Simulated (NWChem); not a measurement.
**Basis-set convergence for HAlCl₂S**

SMILES: [SH][Al]([Cl])[Cl]
```xyz
5

Al    -0.0119     0.0190     0.0000
Cl     0.0934     2.1112     0.0000
Cl    -1.8836    -0.9313     0.0000
S      1.8369    -1.1241     0.0000
H      1.1978    -2.3188     0.0000
```
Charge 0, spin multiplicity 1.

Program: NWChem. The geometry was optimised at B3LYP/def2-SVP, a minimum by its harmonic frequencies. It is one conformer; others weren't searched.

Quantity: LUMO energy at the level PBE.

The Pople sets run with spherical d functions. The structure started from a generated list of species.

Costs are rough ratios of processor time within this set of runs, SCF included, with 3-21G as 1.

```
basis        functions  LUMO energy (eV)  relative cost
-----------  ---------  ----------------  -------------
3-21G               54               ___              1
6-31G*              74             -2.09        under 3
cc-pVDZ             77               ___              7
def2-SVP            77             -1.76        under 3
aug-cc-pVDZ        117               ___             10
cc-pVTZ            150             -1.99             20
pcseg-2            150             -2.07              7
def2-TZVP          154             -1.98              7
def2-TZVPP         182             -1.98              9
```

Question: Fill in the missing entries.

Answer: 
- 3-21G, LUMO energy (eV): -2.51
- cc-pVDZ, LUMO energy (eV): -1.89
- aug-cc-pVDZ, LUMO energy (eV): -2.19
